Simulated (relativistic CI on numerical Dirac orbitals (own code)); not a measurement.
Computed by Dirac-Coulomb-Breit CI, orbitals from a KLI potential per configuration, QED by a radiative potential, unscaled Slater integrals (own radial code, finite nucleus).

The strongest absorption lines from the ground level of an ion, among the configurations computed and to levels below about 18600 eV (vacuum wavelength in nm, gf): 0.07072 (0.23), 0.09013 (0.21), 0.09016 (0.26), 0.09042 (0.12), 0.09138 (1.1), 0.09457 (0.39), 0.50676 (0.4), 0.50713 (0.21).

Question: Which ion is it?
A. Hg75+
B. Rn81+
C. Hg73+
D. Hg77+

Answer: A. Hg75+ has 5 electrons and the ground level 2s2.2p 2P°_1/2; the strongest line goes to 2s2.3d 2D_3/2. The pattern of lines fixes the number of electrons, and along that sequence the line energies rise steadily with the charge (about as its square where n changes within one kind of shell, about linearly where n is kept but much faster in heavy ions where fine structure, which grows about as Z⁴, sets the gap, and irregularly where shells cross), which fixes Z. Configurations outside the model, such as inner-shell arrays, can give stronger lines. At this charge energies of transitions that change n are usually good to better than 1 %, and those within a shell (Δn = 0) to a few per cent.

LS names give the leading component of a level, which can be under half, so a name can repeat, a term be missing and a line seem to break the LS rules.
